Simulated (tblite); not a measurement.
Compound: methylsilyliodide, CH5ISi.
Numbering: `[CH3:1][SiH2:2][I:3]` (hydrogens: H4, H5, H6 on C1; H7, H8 on Si2)

Computed with GFN2-xTB (tblite), gas phase: L-BFGS steps from a force-field or distance-geometry start until the largest atomic force falls under 0.01 eV/Å.

Step 9: E = -279.5425 eV
```
atom  x, y, z in Å  |  force x, y, z in eV/Å
C1     -1.0307    0.1313   -0.0559    0.073  -0.037  -0.015
Si2     0.7988   -0.3720    0.0244   -0.244  -0.080   0.019
I3      2.0974    1.7192    0.0437    0.138   0.134   0.010
H4     -1.4287    0.2006    0.9561   -0.053   0.025  -0.116
H5     -1.1799    1.0962   -0.5407    0.062  -0.097   0.058
H6     -1.6243   -0.5988   -0.6030    0.041   0.004   0.091
H7      1.2702   -1.1231   -1.1322   -0.035   0.042   0.022
H8      1.1063   -1.0439    1.2830    0.020   0.009  -0.069
```

Step 10: E = -279.5456 eV
```
atom  x, y, z in Å  |  force x, y, z in eV/Å
C1     -1.0347    0.1287   -0.0581    0.092  -0.028   0.019
Si2     0.7931   -0.3741    0.0301   -0.141  -0.014  -0.039
I3      2.1055    1.7156    0.0423    0.085   0.082   0.018
H4     -1.4381    0.2059    0.9488   -0.060   0.006  -0.018
H5     -1.1768    1.0955   -0.5384    0.042  -0.091  -0.014
H6     -1.6290   -0.6039   -0.5997    0.040   0.023   0.046
H7      1.2715   -1.1128   -1.1324   -0.054   0.026   0.031
H8      1.1176   -1.0455    1.2828   -0.003  -0.003  -0.043
```

Problem. Estimate the geometry and energy of step 11. (The exact step hangs on the optimiser's Hessian estimate; all steps are aligned on step 10, rigid shifts and turns removed.)

Solution. E = -279.5468 eV, largest force 0.085 eV/Å
```
atom  x, y, z in Å  |  force x, y, z in eV/Å
C1     -1.0349    0.1273   -0.0583    0.046  -0.016   0.036
Si2     0.7888   -0.3752    0.0316   -0.018   0.038  -0.038
I3      2.1099    1.7158    0.0422    0.039   0.023   0.020
H4     -1.4425    0.2079    0.9457   -0.058   0.002   0.027
H5     -1.1749    1.0934   -0.5378    0.034  -0.060  -0.049
H6     -1.6297   -0.6052   -0.5976    0.027   0.007   0.016
H7      1.2709   -1.1086   -1.1319   -0.057   0.014   0.020
H8      1.1216   -1.0460    1.2817   -0.012  -0.007  -0.032
```

The energy changes by -0.0012 eV. The first-order estimate −F·Δx gives -0.0018 eV and the mean of the old and new forces, exact on a quadratic surface, -0.0012 eV. The step makes an angle of 53° with the force vector and moves no atom by more than 0.006 Å.

What follows is the cost of the whole relaxation. Hardware: one thread, Arm Neoverse V1 (aarch64), no GPU, shared host. Cost: 0.19 s.
